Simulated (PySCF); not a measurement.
CH3Cl2Sn, doublet, geometry from GFN2-xTB (such geometries of metal compounds can be far from the true shape) (the spin is typed, not shown lowest) (all electrons, no relativity). Base run: B3LYP/STO-3G run with PySCF.

Geometry (Å):
```xyz
7

Sn    -0.2599     0.1009     0.4196
C     -1.9257    -1.4560    -0.3525
H     -1.4177    -1.9407    -1.1761
H     -2.7810    -0.8778    -0.6752
H     -2.1610    -2.1423     0.4499
Cl     0.0193     1.6343    -1.4003
Cl     1.7988    -1.1253     0.3730
```
Charge 0, spin multiplicity 2.
Orbitals are unrestricted.
All else is at PySCF's defaults.

Each row names what was changed in the base input (with any setting that the change needs).

| change | E (Eh) | HOMO (eV) | dipole (D) | <S^2> | core-seconds (rough) |
|---|---|---|---|---|---|
| base | -6915.22229 | -4.38 | 4.00 | 0.753 | 10 |
| functional = hf | -6911.72974 | -7.36 | 5.04 | 0.764 | 2 |
| functional = revpbe | -6914.71085 | -3.44 | 3.77 | 0.752 | 10 |
| functional = tpss | -6915.01201 | -3.65 | 3.82 | 0.752 | 20 |
| functional = blyp | -6914.95331 | -3.23 | 3.64 | 0.751 | 9 |
| functional = r2scan | -6915.38817 | -3.79 | 4.00 | 0.753 | 10 |
| functional = o3lyp | -6916.87904 | -4.05 | 4.12 | 0.752 | 10 |
| functional = b3lyp; dispersion = d4 | -6915.23365 | -4.38 | 4.00 | 0.753 | 9 |
| functional = pbe0; dispersion = d3bj | -6914.65716 | -4.67 | 4.17 | 0.753 | 10 |
| functional = scan | -6915.84442 | -3.82 | 3.97 | 0.754 | 20 |
| functional = b97-1 | -6914.91571 | -4.28 | 3.92 | 0.752 | 7 |
| functional = wb97x | -6915.40400 | -6.95 | 4.45 | 0.754 | 20 |
| functional = pbe0 | -6914.65095 | -4.67 | 4.17 | 0.753 | 8 |

Absolute energies of different levels of theory aren't comparable as measures of quality.

Open shells are given as the SCF converged; they aren't shown to be the lowest states, and a large step between rows can be another state.
